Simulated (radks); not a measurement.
Results of a calculation; reference values are marked as such.
Ta3+, 70 electrons, occupied as [Xe] 4f14 5d2 (the NIST ground configuration). Code: a radial shooting solver on a logarithmic mesh with Libxc functionals. Model: Dirac Kohn-Sham, BLYP, spin-unpolarised, spherical densities, point nucleus; open shells fill j = l - 1/2 first.

Unscreened Slater integrals over Kohn-Sham orbitals (eV). Large and small components are both included. Empty in this configuration: 5d5/2.

integral          value
F0(5d3/2,5d3/2)  13.426
F2(5d3/2,5d3/2)  6.9893
F0(5d3/2,4f7/2)  17.267
F2(5d3/2,4f7/2)  4.0916
G3(5d3/2,4f7/2)  1.4477
G5(5d3/2,4f7/2)  1.1131
F0(5d3/2,4f5/2)  17.295
F2(5d3/2,4f5/2)  4.0276
G1(5d3/2,4f5/2)  1.6577
G3(5d3/2,4f5/2)  1.3997
F0(5d3/2,5p3/2)  15.373
F2(5d3/2,5p3/2)  7.5619
G1(5d3/2,5p3/2)  9.1097
G3(5d3/2,5p3/2)  5.6057
F0(5d3/2,5d5/2)  13.252
F2(5d3/2,5d5/2)  6.8980
G2(5d3/2,5d5/2)  6.8924
G4(5d3/2,5d5/2)  4.5443
F0(4f7/2,4f7/2)  39.225
F2(4f7/2,4f7/2)  18.758
F4(4f7/2,4f7/2)  11.792
F6(4f7/2,4f7/2)  8.4904
F0(4f7/2,4f5/2)  39.536
F2(4f7/2,4f5/2)  18.916
F4(4f7/2,4f5/2)  11.894
G2(4f7/2,4f5/2)  18.848
G4(4f7/2,4f5/2)  11.853
G6(4f7/2,4f5/2)  8.5350
F0(4f7/2,5p3/2)  22.841
F2(4f7/2,5p3/2)  7.2795
G2(4f7/2,5p3/2)  3.3199
G4(4f7/2,5p3/2)  2.6461
F0(4f7/2,5d5/2)  16.863
F2(4f7/2,5d5/2)  3.8848
F4(4f7/2,5d5/2)  1.8307
G1(4f7/2,5d5/2)  1.5907
G3(4f7/2,5d5/2)  1.3444
G5(4f7/2,5d5/2)  1.0369
F0(4f5/2,4f5/2)  39.855
F2(4f5/2,4f5/2)  19.080
F4(4f5/2,4f5/2)  12.000
F0(4f5/2,5p3/2)  22.902
F2(4f5/2,5p3/2)  7.1992
G2(4f5/2,5p3/2)  3.2129
G4(4f5/2,5p3/2)  2.5740
F0(4f5/2,5d5/2)  16.890
F2(4f5/2,5d5/2)  3.8230
F4(4f5/2,5d5/2)  1.7882
G1(4f5/2,5d5/2)  1.5186
G3(4f5/2,5d5/2)  1.2967
G5(4f5/2,5d5/2)  1.0030
F0(5p3/2,5p3/2)  18.692
F2(5p3/2,5p3/2)  10.074
F0(5p3/2,5d5/2)  15.098
F2(5p3/2,5d5/2)  7.3285
G1(5p3/2,5d5/2)  8.6887
G3(5p3/2,5d5/2)  5.3488
F0(5d5/2,5d5/2)  13.086
F2(5d5/2,5d5/2)  6.8181
F4(5d5/2,5d5/2)  4.4951
